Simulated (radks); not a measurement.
Results of a calculation; reference values are marked as such.
The tungsten ion W3+, configuration [Xe] 4f14 5d3.

Level of theory: Dirac Kohn-Sham, PBE, spin-unpolarised, spherical densities, point nucleus; open shells fill j = l - 1/2 first (a radial shooting solver on a logarithmic mesh with Libxc functionals).

Energy parts (hartree):
total: -16164.1015
kinetic: 18216.3034
electron-nucleus: -40306.7443
Hartree: 6250.6450
exchange-correlation: -324.3056

Orbitals (lengths in bohr, moments of r in powers of bohr):
orbital  occ.  eigenvalue (hartree)      <r^2>  small-component weight
1s1/2       2             -2551.457  0.0004628                7.79e-02
2s1/2       2             -440.9365   0.007060                1.77e-02
2p1/2       2             -421.6542   0.005042                1.77e-02
2p3/2       4             -371.9363   0.006243                1.60e-02
3s1/2       2             -102.3527    0.04611                5.81e-03
3p1/2       2             -93.77620    0.04232                5.75e-03
3p3/2       4             -83.02507    0.04891                5.26e-03
3d3/2       4             -68.60632    0.03792                5.14e-03
3d5/2       6             -66.26868    0.03973                5.01e-03
4s1/2       2             -21.94938     0.2282                1.91e-03
4p1/2       2             -18.39395     0.2355                1.82e-03
4p3/2       4             -15.90267     0.2709                1.63e-03
4d3/2       4             -10.06910     0.2955                1.44e-03
4d5/2       6              -9.61014     0.3088                1.39e-03
4f5/2       6              -2.31369     0.4541                9.83e-04
4f7/2       8              -2.23137     0.4693                9.61e-04
5s1/2       2              -3.94592      1.274                4.28e-04
5p1/2       2              -2.88976      1.546                3.54e-04
5p3/2       4              -2.52353      1.816                3.04e-04
5d3/2       3              -1.15502      3.491                1.60e-04
5d5/2       0              -1.12008      3.677                1.52e-04

The highest occupied level is 5d3/2 at -31.430 eV. The density falls to 0.001 e/bohr^3 at r = 3.41 bohr.
